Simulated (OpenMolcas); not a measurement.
Ho2+ among 8 point charges of -0.5 e arranged as a cube (Oh).

| Property | Result |
| --- | --- |
| Program | OpenMolcas 26.06 |
| Method | CASSCF |
| Basis | ANO-RCC-VDZP [7s6p4d2f1g] |
| Scalar Hamiltonian | DKH2, point nucleus |
| Active space | 11 electrons in 7 orbitals (4f) |
| State averaging | 2S+1 = 4 odd, 35 roots; 2S+1 = 2 odd, 73 roots kept (CI in the orbitals of an earlier block) |
| Spin-orbit coupling | RASSI with atomic mean-field integrals over the reference wave functions |

All point charges move together. At R = 2.54 Å the width of the lowest J multiplet is 68 cm-1, and at R = 2.76 Å it is 45 cm-1.

Question: A third run gives 29 cm-1. What distance was it run at?

Answer: With a power law R^-n the two known points give n = -ln(45 / 68) / ln(2.76 / 2.54) = 4.97. Then R = 2.54 × (68 / 29)^(1/4.97) = 3.015 Å. The run was at 3 Å, so the estimate is off by +0.015 Å.

High states are left out of the spin-orbit mixing, which shifts the levels that they would mix with. This is an electrostatic model: the charges have no orbitals. No measured value stands beside these numbers.
